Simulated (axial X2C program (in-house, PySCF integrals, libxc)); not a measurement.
# Potential curves of SbF⁺, spin-free

Computed with an in-house all-electron X2C program for linear molecules (integrals from PySCF). Spin-free means the one-electron spin-free X2C Hamiltonian. Basis: Sb dyall-cv3z [11s12p8d4f1g], F dyall-av3z [7s6p3d2f] (cores contracted in-house); Gaussian nuclei, density fitting, unrestricted open shells. Masses: Sb 120.904 u, F 18.998 u.

State: M_S = 1/2, Λ = 1 (beyond evenly filled blocks: π+α). Energies in eV from the fragments at the same level (Sb+ + F). Fits are polynomials in 1 − R0/R over 0.85 to 1.23 times the lowest point R0.

```tsv
R (Å)	BP86	PBE0	HF	MP2
1.6156	-3.2480	-2.9780	-1.0650	-3.1247
1.6899	-4.1082	-3.7710	-1.8053	-3.9663
1.7456	-4.4864	-4.0997	-2.0896	-4.3229
1.8013	-4.6965	-4.2617	-2.2047	-4.5069
1.8570	-4.7795	-4.2980	-2.1931	-4.5605
1.9220	-4.7573	-4.2233	-2.0621	-4.5011
1.9870	-4.6423	-4.0579	-1.8409	-4.3471
2.0706	-4.4023	-3.7561	-1.4688	-4.0554
2.1727	-4.0247	-3.3069	-0.9369	-3.6128
2.3213	-3.4039	-2.5885	-0.0938	-2.8236
```

Correlated methods: 11 electrons correlated (number of frozen shells: Sb 4 s, 3 p, 2 d; F 1 s), 257 virtual spin orbitals or spinors in MP2.

The state is one determinant whose occupation by symmetry is held fixed; it was picked as the lowest of a PBE0 search that is not exhaustive. De is counted from the lowest determinant-based energies of the atoms at the same level, without counterpoise correction. The functionals have no current-density term, which raises determinants with orbital currents, atoms included. With the outer-core shells frozen, correlated bond lengths of heavy atoms tend to come out a few hundredths of an ångström too long. Spin-free De lacks the spin–orbit lowering of the heavy p-block atom, a tenth of an eV or more for 4p and 5p, up to an eV for 6p and one to two eV for 7p atoms, less what an open-shell molecule gains itself. MP2 and coupled cluster on one determinant become unreliable at the stretched end.

(1) Fit the BP86 curve near its minimum: give the equilibrium distance, the harmonic wavenumber and the well depth.

(2) What are Re, ωe and De at the PBE0 level?

(3) What are Re, ωe and De at the HF level?

(4) Fit the MP2 curve near its minimum: give the equilibrium distance, the harmonic wavenumber and the well depth.

Answers

(1) At BP86, spin-free: Re = 1.876 Å, ωe ≈ 678 cm⁻¹, De = 4.78 eV to Sb+ + F; Be follows as 0.292 cm⁻¹.

(2) At PBE0, spin-free: Re = 1.848 Å, ωe ≈ 723 cm⁻¹, De = 4.30 eV to Sb+ + F; Be follows as 0.301 cm⁻¹.

(3) At HF, spin-free: Re = 1.823 Å, ωe ≈ 775 cm⁻¹, De = 2.21 eV to Sb+ + F; Be follows as 0.309 cm⁻¹.

(4) At MP2, spin-free: Re = 1.857 Å, ωe ≈ 721 cm⁻¹, De = 4.56 eV to Sb+ + F; Be follows as 0.298 cm⁻¹.
